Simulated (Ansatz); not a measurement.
A nudged elastic band was laid between two geometries of C2H10SSi2 (15 atoms, charge 0, multiplicity 1).

All numbers below come from Ansatz 0.2.0, RKS B3LYP/6-31G.

| Item | Value |
| --- | --- |
| movable images | 2 |
| climbing image | no |
| spring | 5.0 eV/Å² |
| optimiser | quadratic models (default) |
| start path | IDPP |
| force threshold | 0.05 eV/Å |
| iteration limit | 60 |
| end points | relaxed |

Initial state:

```xyz
15
Properties=species:S:1:pos:R:3
C -2.286 -0.571 -0.411
Si -0.494 -1.098 -0.883
Si 1.091 -0.537 0.798
C 1.321 1.371 1.013
S 2.113 2.256 -0.483
H -2.352 0.514 -0.274
H -2.984 -0.859 -1.203
H -2.599 -1.055 0.519
H -0.102 -0.439 -2.182
H -0.443 -2.586 -1.112
H 0.620 -1.091 2.122
H 2.428 -1.151 0.492
H 0.380 1.869 1.258
H 2.024 1.560 1.829
H 1.259 1.767 -1.453
```

Final state:

```xyz
15
Properties=species:S:1:pos:R:3
C -2.286 -0.373 -0.594
Si -0.498 -0.886 -1.091
Si 1.030 -0.728 0.725
C 1.326 1.094 1.302
S 2.227 2.199 0.029
H -2.959 -0.476 -1.451
H -2.661 -1.006 0.217
H -2.316 0.669 -0.259
H -0.025 -0.016 -2.228
H -0.493 -2.306 -1.593
H 0.477 -1.496 1.902
H 2.354 -1.336 0.359
H 0.396 1.586 1.597
H 1.996 1.095 2.167
H 1.412 1.931 -1.052
```

Question: Which bonds break or form, and what moves?

Answer: No bond is made or broken. The dihedral H8–C1–Si2–Si3 goes from -59 to 61°. The two ends are copies of one structure, up to a mirror image or an exchange of like atoms.

Question: Give the energies along the band, and the barrier.

Answer: The run converged. The highest image is number 1 of 0 to 3, 3.6 kJ/mol above the ends, which have the same energy within 2 meV. No image climbed, so the highest image needn't sit at the top of the path. So few images can step over the top or miss a turn of the path. Limits of this set-up: no polarisation functions.

```json
{"image": "0", "path coordinate (Å)": "0.00", "energy (kJ/mol)": "0.0", "dihedral H8–C1–Si2–Si3 (°)": "-59"}
{"image": "1", "path coordinate (Å)": "1.19", "energy (kJ/mol)": "3.6", "dihedral H8–C1–Si2–Si3 (°)": "-20"}
{"image": "2", "path coordinate (Å)": "2.37", "energy (kJ/mol)": "3.5", "dihedral H8–C1–Si2–Si3 (°)": "21"}
{"image": "3", "path coordinate (Å)": "3.56", "energy (kJ/mol)": "0.0", "dihedral H8–C1–Si2–Si3 (°)": "61"}
```

Question: What is the geometry of the highest image?

Answer: 
```xyz
15
Properties=species:S:1:pos:R:3
C -2.295 -0.454 -0.522
Si -0.502 -0.979 -1.012
Si 1.062 -0.651 0.750
C 1.331 1.211 1.194
S 2.184 2.243 -0.169
H -2.531 0.530 -0.937
H -3.019 -1.173 -0.916
H -2.418 -0.408 0.564
H -0.062 -0.209 -2.232
H -0.466 -2.437 -1.390
H 0.545 -1.342 1.990
H 2.390 -1.261 0.403
H 0.396 1.703 1.474
H 2.017 1.284 2.043
H 1.346 1.892 -1.209
```

The band took 4 iterations and roughly 60 core-seconds.

Time of the run: 58 s on 1 thread of Intel(R) Xeon(R) Platinum 8559C (Emerald Rapids) (shared host), peak memory 0.23 GiB.
